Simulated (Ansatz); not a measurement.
Abridged output of a molecular run in Ansatz:

```
Functional definition: HF
1445 factors; integrals over basis functions are off by at most 9.3e-4 eV
mean field evaluation 1: about -33957.5172 eV, gradient 3.6e1 eV
mean field evaluation 2: about -33957.7985 eV, gradient 3.6e1 eV
mean field evaluation 4: about -33960.9699 eV, gradient 3.9e0 eV
mean field evaluation 8: about -33961.0471 eV, gradient 3.0e-1 eV
mean field evaluation 16: about -33961.0476 eV, gradient 1.6e-6 eV
mean field -33961.04762236 eV, -1248.0454804968 hartree, gradient 1.6e-6 eV, S^2 0.000000; 0 other end points of the search recorded, 0 dependent functions left out
17 core orbitals not correlated: weight in the atoms' cores, before any rotation towards them, 1.000 or more for the frozen orbitals, at most 0.000 for the correlated occupied ones
reference -33961.04762236 eV, -1248.0454804968 hartree; 15, 15 occupied and 212, 212 virtual orbitals, 1445 factors
second order -22.40323409 eV of doubles, -0.00000000 eV of singles
cycle   1  -23.25219066 eV  change   -8.5e-1 eV  update   1.1e-1
cycle   2  -23.81223941 eV  change   -5.6e-1 eV  update   3.2e-2
cycle   3  -23.93719732 eV  change   -1.2e-1 eV  update   1.7e-2
cycle   4  -23.92490228 eV  change    1.2e-2 eV  update   4.6e-3
cycle   5  -23.92191652 eV  change    3.0e-3 eV  update   2.0e-3
cycle   6  -23.92231267 eV  change   -4.0e-4 eV  update   6.5e-4
cycle   7  -23.92201245 eV  change    3.0e-4 eV  update   2.1e-4
cycle   8  -23.92201515 eV  change   -2.7e-6 eV  update   7.2e-5
cycle   9  -23.92204908 eV  change   -3.4e-5 eV  update   2.9e-5
perturbative correction -1.01443246 eV, -0.0372797053 hartree
Total energy: -33985.98410389 eV, -1248.9618792907 hartree
```

Its atoms:

```xyz
9

O    -0.469    0.923   -1.502
B     0.263    0.312   -0.532
S     2.056    0.320   -0.652
Si   -0.571   -0.621    1.066
Cl    0.877   -1.450    2.272
H    -1.420    0.880   -1.379
H     2.118    1.015   -1.803
H    -1.364    0.330    1.892
H    -1.489   -1.711    0.637
```

(1) Which basis set was used?
A. def2-TZVPP
B. cc-pV(D+d)Z
C. def2-SVP
D. def2-SVPD

(2) Write the keys of the input that set method, charge and spin (a neutral closed shell needs none for the last two).

Results:

(1) A. It gives 244 functions.

(2) 
```yaml
correlation: {method: ccsd_t}
```
